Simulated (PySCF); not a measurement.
# Adding and removing an electron: BeCl

UHF-SCS-MP2; basis Be def2-SVP, Cl def2-SVP; no relativity; PySCF 2.14. Neutral (UHF): doublet (σ ↑), Re = 1.846 Å, ωe = 816 cm⁻¹, De = 3.68 eV.

BeCl⁺ (RHF): singlet (closed shell), Re = 1.765 Å, ωe = 958 cm⁻¹, De = 3.80 eV to Be⁺ + Cl. The energies at the minima are -474.14297 hartree for BeCl and -473.82794 for BeCl⁺.

(1) Work out the adiabatic ionisation energy, without and with harmonic zero-point energies (1 hartree = 27.2114 eV, 1 eV = 8065.5 cm⁻¹), and the change of the bond length.

Correlated steps freeze 5 core orbitals. Correlated levels converge slowly with the basis: in double zeta they bind strong bonds too weakly, by up to about 1 eV, and carry superposition errors of some tenths. For an ion De counts to the pair picked by the measured ionisation energies or electron affinities, which need not be the lowest pair at this level. Where the molecule has an RHF reference, its open-shell atoms are computed with UHF. States were picked by a PBE0 search and need not be the measured ground states.

Neutral and ion stand on different kinds of reference determinant, which adds to the error of the difference.

## Answers

(1) At SCS-MP2: 0.31503 hartree = 8.572 eV between the minima; the zero-point term (958.0 − 816.0)/2 cm⁻¹ = +0.009 eV makes it 8.581 eV. Re changes by -8.1 pm against the neutral. The electron leaves a σ orbital, and the shorter bond of the ion fits an antibonding orbital, or a change in how ionic the bond is.
